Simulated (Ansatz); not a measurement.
`B[SiH](O)F` → BH₃ + `O[Si]F` at 500 K and 1 bar (silylene formation by 1,1-elimination).

Gas-phase electronic energies from Ansatz, PBE0-D4/def2-TZVP geometries. CCSD(T)/CBS is the MP2 limit (def2-TZVPP, def2-QZVPP) plus CCSD(T) − MP2 in def2-TZVPP, frozen cores. This one scheme is used for every species. One conformer a species, not always the lowest.

| species | CCSD(T)/CBS energy (Eh) | H − E (kJ/mol) | S (J/(mol·K)) |
| --- | --- | --- | --- |
| `B[SiH](O)F` | -491.32150 | 161.5 | 375.2 |
| BH₃ | -26.55200 | 86.8 | 208.8 |
| `O[Si]F` | -464.72778 | 66.8 | 297.2 |

H − E and S are ideal-gas, rigid-rotor, harmonic terms from PBE0-D4/def2-TZVP, for one conformer and one mirror image of each species. 1 Eh = 2625.50 kJ/mol, R = 8.31446 J/(mol·K).

Task: By hand: ΔE, ΔH, ΔS and ΔG.

Result: ΔE = (-26.55200) + (-464.72778) − (-491.32150) = 0.04172 Eh = 109.5 kJ/mol. Δ(H − E) = 86.8 + 66.8 − 161.5 = -7.9, so ΔH = 101.6 kJ/mol. ΔS = 208.8 + 297.2 − 375.2 = 130.8 J/(mol·K). ΔG = 101.6 − 500 × (130.8)/1000 = 36.2 kJ/mol.

Task: By hand: the equilibrium constant, and the temperature at which ΔG would vanish if ΔH and ΔS stayed fixed.

Result: log₁₀ K = −ΔG/(RT ln 10) = -3.8. ΔG = 0 at ΔH/ΔS = 777 K.

The number of gas molecules changes by +1, which sets the sign of ΔS. A doubt of 5 kJ/mol in ΔE shifts log₁₀ K by 0.5 here. Other conformers and mirror images would add mixing entropy, several J/(mol·K) or more a flexible species. These are equilibria of isolated gas molecules and say nothing of rates. Largest T1 diagnostic: 0.015 (customary marks: 0.02 for closed shells, 0.045 for open ones).
